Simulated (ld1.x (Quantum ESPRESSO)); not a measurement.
## Au (Z = 79): one change to a PAW potential, before and after

gold, PAW, made with ld1.x (Quantum ESPRESSO) 7.5 (PBE, non-relativistic). Core [Kr] 4d10 4f14 5s2, reference 5p6 5d9 6s0 6p0 (charge +2). Waves: 6s (bound, empty): rcut 2.40, rcutus 2.55 bohr; 6s channel at 2.1 Ry: rcut 2.40, rcutus 2.55 bohr; 5p (bound): rcut 1.70, rcutus 2.30 bohr; 6p (bound, empty): rcut 1.70, rcutus 2.30 bohr; 5d (bound): rcut 1.35, rcutus 1.55 bohr; 5d channel at -1.35 Ry: rcut 1.35, rcutus 1.55 bohr. Local part: all-electron potential smoothed inside 1.65 bohr (lloc = -1). Core correction: Bessel-smoothed model core inside 0.95 bohr. Augmentation charge: GAUSS, radius 1.30 bohr.

Change: waves 5d (bound): rcut 1.34, rcutus 1.42 bohr; 5d channel at -1.35 Ry: rcut 1.34, rcutus 1.42 bohr.

Cutoffs: the cutoffs (Ry, on a coarse ladder) from which the occupation-weighted sum of valence levels, in a spherical-Bessel basis at the reference potential, stays within 10 and 1 mRy of its value at 400 Ry; they do not see the model core or the augmentation charge, which bear on the density cutoff. Errors are all-electron minus pseudo energies relative to the spin-unpolarised reference configuration.

Q: How do hardness, ghosts and transferability respond?

A: The potential gets harder (45 Ry and 80 Ry → 50 Ry and 90 Ry); both files keep a bound ghost (s); of the 7 tests that both files solve, the error grows in 3 and shrinks in 1 by more than 15 % and 0.3 meV (median size 15.6 → 15.0 meV). A smaller radius makes the pseudo-wave follow the all-electron one further in, where it bends more sharply, so more plane waves are needed.

```tsv
quantity	base	changed
cutoff, loose	45 Ry	50 Ry
cutoff, tight	80 Ry	90 Ry
loose cutoff by channel (10 mRy a level)	p 15 Ry, d 40 Ry	p 15 Ry, d 45 Ry
bound ghosts	s	s
error for 5p6 5d10 6s1 6p0, meV [ΔE -29.14 eV]	+17	+27
error for 5p6 5d10 6s0 6p0, meV [ΔE -21.86 eV]	-6.8	-6.4
error for 5p6 5d8 6s0 6p0, meV [ΔE 34.79 eV]	-16	-15
error for 5p6 5d7 6s0 6p0, meV [ΔE 83.64 eV]	-87	-83
error for 5p6 5d10 6s0 6p1, meV [ΔE -25.69 eV]	-3.0	-2.5
error for 5p6 5d10 6s0.5 6p0, meV [ΔE -26.31 eV]	+2.8	+7.2
error for 5p6 5d9 6s1 6p1, meV [ΔE -20.26 eV]	+27	+41
s: phases at 2.75 bohr within 0.05 rad from the reference energy up to (Ry; the scan ends near 5)	3.8	3.8
p: phases at 2.75 bohr within 0.05 rad from the reference energy up to (Ry; the scan ends near 5)	2.6	2.6
d: phases at 2.75 bohr within 0.05 rad from the reference energy up to (Ry; the scan ends near 5)	to the end of the scan	to the end of the scan
lowest overlap eigenvalue by channel	s 0.35, p 0.67, d 0.79	s 0.35, p 0.67, d 0.73
```

 A true bound ghost makes a file unfit for plane-wave use even where its test errors are small: the radial tests pick states by their node count and pass the ghost by.
